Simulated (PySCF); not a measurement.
A structure optimised at PBE0-D3(BJ)/def2-TZVPD, used in a PySCF frequency run:

```xyz
2

Cs     0.0000     0.0000    -0.3364
F      0.0000     0.0000     2.0559
```

Write its SMILES, formula and point group.

[F][Cs], CsF, C∞v

What are its rotational constants (standard atomic weights)?

5.3124 GHz (linear rotor, B only)
